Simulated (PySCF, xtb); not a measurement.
B(H)2(SH) (BH₃S), SMILES BS.

Coordinates come from a ωB97X-D3(BJ)/def2-TZVP optimisation.

Computed with C-PCM-M06-2X/def2-TZVPD in PySCF 2.14.0.

The values are the electrostatic part of the solvation free energy, E(continuum) − E(gas) at the gas-phase geometry, in a cavity of scaled van der Waals radii (PySCF's table); cavitation and dispersion terms are not included. In vacuum the orbital gap is 9.14 eV. The dipole moment in vacuum is 0.83 D.

Task: Estimate the values in water (ε = 78.36), tetrahydrofuran (ε = 7.43), N,N-dimethylformamide (ε = 37.22). (Estimate from the structure and the level; the computed values follow.)

Result: 
| solvent | ε | ΔG(elec) (kcal/mol) | dipole (D) | gap (eV) |
|---|---|---|---|---|
| water | 78.36 | -1.3 | 1.18 | 9.13 |
| tetrahydrofuran | 7.43 | -1.2 | 1.12 | 9.14 |
| N,N-dimethylformamide | 37.22 | -1.3 | 1.17 | 9.13 |

For comparison, GFN2-xTB/ALPB(water) (xtb, at the GFN2-xTB geometry, all terms of that model) gives -1.2 kcal/mol.
